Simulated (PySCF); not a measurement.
Bi⁷⁵⁺: ionisation energy

Bi⁷⁵⁺ [He] 2s2 2p4 [2p1/2^2 2p3/2^2, M_J = 2] → Bi⁷⁶⁺ [He] 2s2 2p3 [2p1/2^2 2p3/2^1, M_J = 3/2], as a difference of total energies. Computed with PySCF 2.14 in an even-tempered Gaussian basis (16 s from 65 bohr⁻², ratio 2.4; 13 p from 85 bohr⁻², ratio 2.4; 5 d from 280 bohr⁻², ratio 2.6; 4 f from 430 bohr⁻², ratio 2.6), with the two-component X2C-1e Hamiltonian. Correlated levels: nothing frozen; the 22 highest virtual spinors dropped. "Screened" scales the spin-orbit matrix elements by Boettger's factors to mimic the two-electron term; Breit and QED terms are absent.

```tsv
method	ionisation energy (eV)
GHF (spin-free)	21565.2
GMP2 (spin-free)	21567.1
GHF (screened spin-orbit)	20940.4
GMP2 (screened spin-orbit)	20940.9
```

For this ion Breit and QED terms and the two-electron picture change, all absent here, outweigh the correlation shift from GHF to GMP2.

The spin-free rows relax to the high-spin LS determinant and lack the spin-orbit shift.

The labels give the starting determinants; with spin-orbit coupling the two ends relaxed to ⟨J²⟩ = 6.00, ⟨L²⟩ = 3.33, ⟨S²⟩ = 1.38 and ⟨J²⟩ = 3.75, ⟨L²⟩ = 2.64, ⟨S²⟩ = 1.45.

For comparison: 20920 ± 100 eV (theoretical estimate listed by NIST; NIST Atomic Spectra Database, ionization energies).
